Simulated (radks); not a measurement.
Results of a calculation; reference values are marked as such.
Neutral rhenium inside a hard spherical wall (all orbitals vanish at R), configuration held at [Xe] 4f14 5d5 6s2 and not refilled when levels cross. Level of theory: scalar-relativistic Kohn-Sham, LDA (Slater exchange, Perdew-Wang correlation), spin-unpolarised, spherical densities, finite nucleus; Fermi nuclear charge, rms radius 5.3698 fm (a radial shooting solver on a logarithmic mesh with Libxc functionals). Eigenvalues in eV, with the zero of energy where the potential of the charges vanishes at infinity; a dash marks a level that is unbound or too diffuse for the functional's potential to be trusted. A positive occupied level is held by the wall or, in an anion where self-interaction has pushed it up, behind a barrier. The pressure on the wall is -dE/dV.

| R (bohr) | E (hartree) | kinetic (hartree) | e(5p) | e(4f) | e(6s) | e(5d) | e(6p, empty) | e(7s, empty) | pressure (GPa) |
|---|---|---|---|---|---|---|---|---|---|
| free | -16679.8189 | 18420.468 | -47.216 | -42.601 | -6.152 | -5.573 | -1.434 | -0.029 | 0 |
| 15 | -16679.8189 | 18420.468 | -47.216 | -42.601 | -6.152 | -5.573 | -1.430 | 0.322 | < 0.0001 |
| 12 | -16679.8188 | 18420.468 | -47.214 | -42.600 | -6.150 | -5.571 | -1.407 | 0.802 | 0.000345 |
| 10 | -16679.8186 | 18420.471 | -47.198 | -42.583 | -6.136 | -5.556 | -1.324 | 1.665 | 0.00691 |
| 8 | -16679.8158 | 18420.498 | -47.055 | -42.436 | -6.013 | -5.426 | -0.949 | 3.987 | 0.143 |
| 7 | -16679.8079 | 18420.559 | -46.773 | -42.146 | -5.759 | -5.173 | -0.382 | 6.618 | 0.671 |
| 3 | -16677.2632 | 18430.924 | -29.542 | -22.393 | 23.498 | 13.047 | 41.067 | 116.32 | 1100 |
| 2.5 | -16673.6166 | 18444.540 | -17.315 | -7.924 | 55.033 | 28.569 | 80.646 | 202.54 | 4430 |
| 2 | -16662.2622 | 18484.749 | 10.907 | 22.198 | 135.77 | 65.425 | 174.90 | 391.65 | 23400 |
